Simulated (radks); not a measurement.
Mo9+, configuration [Ar] 3d10 4s2 4p3. Calculated with a radial shooting solver on a logarithmic mesh with Libxc functionals: scalar-relativistic Kohn-Sham, PBE, spin-polarised, spherical densities, finite nucleus; open shells are filled with parallel spins first (spin-orbit coupling, left out, can overturn this in heavy ions); Fermi nuclear charge, rms radius 4.4091 fm.

Normalised radial functions P(r) = r R(r), r in bohr:

| r | 4s up | 4p up |
|---|---|---|
| 0.002958 | 0.0978 | 0.0039 |
| 0.003821 | 0.1200 | 0.0062 |
| 0.004936 | 0.1455 | 0.0099 |
| 0.006377 | 0.1735 | 0.0156 |
| 0.008237 | 0.2026 | 0.0244 |
| 0.01064 | 0.2295 | 0.0380 |
| 0.01385 | 0.2496 | 0.0590 |
| 0.0179 | 0.2540 | 0.0889 |
| 0.02312 | 0.2334 | 0.1308 |
| 0.02986 | 0.1768 | 0.1862 |
| 0.03858 | 0.0761 | 0.2536 |
| 0.04983 | -0.0676 | 0.3253 |
| 0.06437 | -0.2341 | 0.3833 |
| 0.08382 | -0.3795 | 0.3962 |
| 0.1083 | -0.4212 | 0.3236 |
| 0.1399 | -0.2949 | 0.1381 |
| 0.1807 | 0.0117 | -0.1479 |
| 0.2334 | 0.3967 | -0.4500 |
| 0.3015 | 0.6449 | -0.6171 |
| 0.3925 | 0.5265 | -0.4893 |
| 0.5071 | 0.0088 | -0.0428 |
| 0.655 | -0.6683 | 0.5590 |
| 0.8461 | -1.1227 | 1.0227 |
| 1.093 | -1.1044 | 1.1003 |
| 1.412 | -0.7111 | 0.7929 |
| 1.838 | -0.2847 | 0.3685 |
| 2.375 | -0.0695 | 0.1082 |
| 3.068 | -0.0089 | 0.0174 |
| 3.963 | -0.0005 | 0.0013 |

4s up: eigenvalue -207.57 eV, 3 radial nodes at r = 0.0445, 0.179, 0.509 bohr, <r> = 1.02 bohr, 90 % of the charge inside 1.45 bohr. 4p up: eigenvalue -178.19 eV, 2 radial nodes at r = 0.160, 0.517 bohr, <r> = 1.08 bohr, 90 % of the charge inside 1.56 bohr.
